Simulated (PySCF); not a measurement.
**Assignment exercise: C6H12NO2P**

Mapped SMILES: `[CH3:1][O:2][CH2:3][P:4]([CH2:5][C:6]#[N:7])[CH2:8][O:9][CH3:10]` (H(Xn): hydrogen on atom n).

One averaged value for each set of equivalent atoms, no solvent model, single conformer, non-relativistic Hamiltonian. σ from GIAO-PBE0/pcSseg-1; geometry: GFN2-xTB; PySCF.

Scale: TMS for ¹³C and ¹H (reference shieldings calculated alike).

**Question.** Assign these signals to the numbered atoms. ¹³C{¹H} NMR (computed): δ 122.2 (C), 72.2 (CH2), 63.4 (CH3), 10.2 (CH2).

**Answer.** 
122.2 → C6, nitrile carbon: typical of a nitrile
72.2 → C3/C8, sp3 CH2 bonded to O and P: pulled downfield by the heteroatom
63.4 → C1/C10, methyl carbon bonded to O: deshielded by the electronegative neighbour
10.2 → C5, sp3 CH2 bonded to P, α to a nitrile

**Question.** Assign these signals to the numbered atoms. ¹H NMR (600 MHz, computed): δ 3.82 (m, 4H), 3.52 (s, 6H), 2.68 (m, 2H).

**Answer.** 
3.82 → H(C3)/H(C8), hydrogen on an sp3 CH2 bonded to O and P: its carbon carries O, hence the downfield position
3.52 → H(C1)/H(C10), hydrogen on a methyl carbon bonded to O: its carbon carries O, an electronegative neighbour
2.68 → H(C5), hydrogen on an sp3 CH2 bonded to P, α to a nitrile

Splittings by ³¹P in the carbon and heteronuclear signals aren't shown, as no couplings were computed. Shifts are as computed. Against solution values, carbons near 30 ppm lie about +3 ppm off and those near 130 ppm about +5 ppm. Of 1211 compounds with measured shifts, 218 miss one by over three times the rms of a fit or turn the order of signals round; such compounds aren't used in these exercises. No couplings were computed; multiplicities are counted from neighbouring protons, with m where these are inequivalent, close in shift, in a saturated or five-membered ring or joined by F or P, and br s for small geminal =CH2 splittings.
